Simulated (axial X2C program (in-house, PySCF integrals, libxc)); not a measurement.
Correcting the dissociation energy of SnBr for spin–orbit coupling

A spin-free PBE0 curve (one-electron X2C) was computed with an in-house all-electron X2C program for linear molecules (integrals from PySCF), basis Sn dyall-cv3z [11s12p9d4f1g], Br dyall-cv3z [8s9p6d4f1g] (cores contracted in-house), for the state M_S = 1/2, Λ = 1 (beyond evenly filled blocks: π+α). It gives D0 = 3.494 eV to Sn + Br, which in a spin-free picture are the weighted means of the ground terms.

Measured levels of the ground terms (NIST Handbook of Basic Atomic Spectroscopic Data), in cm⁻¹: Sn 3P: J = 0 at 0, J = 1 at 1691.8, J = 2 at 3427.7; Br 2P: J = 3/2 at 0, J = 1/2 at 3685.2.

The two components of the molecular doublet are 2556 cm⁻¹ apart in the PBE0 2c search (Ω = 1/2 lower), so the lower one lies 1278 cm⁻¹ under their mean.

Question: How far does each ground level lie under the (2J+1)-weighted mean of its term?

Answer: Sn: (1 × 0 + 3 × 1691.8 + 5 × 3427.7)/9 = 2468 cm⁻¹; Br: (4 × 0 + 2 × 3685.2)/6 = 1228 cm⁻¹.

Question: Correct D0.

Answer: D0 = 3.494 + (1278 − 3696)/8065.5 = 3.194 eV at PBE0 with these spin–orbit terms.

Second-order spin–orbit effects in the molecule, which grow quickly with Z, are left out. The state is a single determinant with fixed occupations, the lowest that a limited PBE0 search found. De is counted from the lowest determinant-based energies of the atoms at the same level, without counterpoise correction. Without a current term, density functionals place determinants with orbital angular momentum somewhat too high.
